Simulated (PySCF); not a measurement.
**Iodine: a sound run and one with changed settings**

Sound run: I²⁺ [Kr] 4d10 5s2 5p3, I³⁺ [Kr] 4d10 5s2 5p2. Computed with PySCF 2.14 in def2-TZVP with the def2 core potential (28 electrons) (6s5p3d2f, 50 functions), with a scalar-relativistic core potential. In the sound run the correlated levels freeze 4s2 4p6 4d10 outside the core potential. The sound run starts from symmetry-adapted Hartree-Fock orbitals and uses a fine grid where one is needed.

A second run was set up differently.

```tsv
species	method	sound run (hartree)	changed run (hartree)	converged
I²⁺	MP2	-295.72317	-296.15666	yes
I³⁺	MP2	-294.60887	-295.03414	yes
```

Ionisation energy of I²⁺:

| method | sound run (eV) | changed run (eV) |
| --- | --- | --- |
| UHF | 29.891 | 29.891 |
| MP2 | 30.322 | 30.546 |
| SCS-MP2 | 30.194 | 30.358 |

Task: What was changed?
A. all electrons correlated in a valence basis
B. a valence shell is frozen
C. basis contracted for another Hamiltonian
D. too few SCF iterations

Result: A. A valence basis has no tight correlating functions, so it recovers only part of the core correlation, and not evenly between atom and ion.
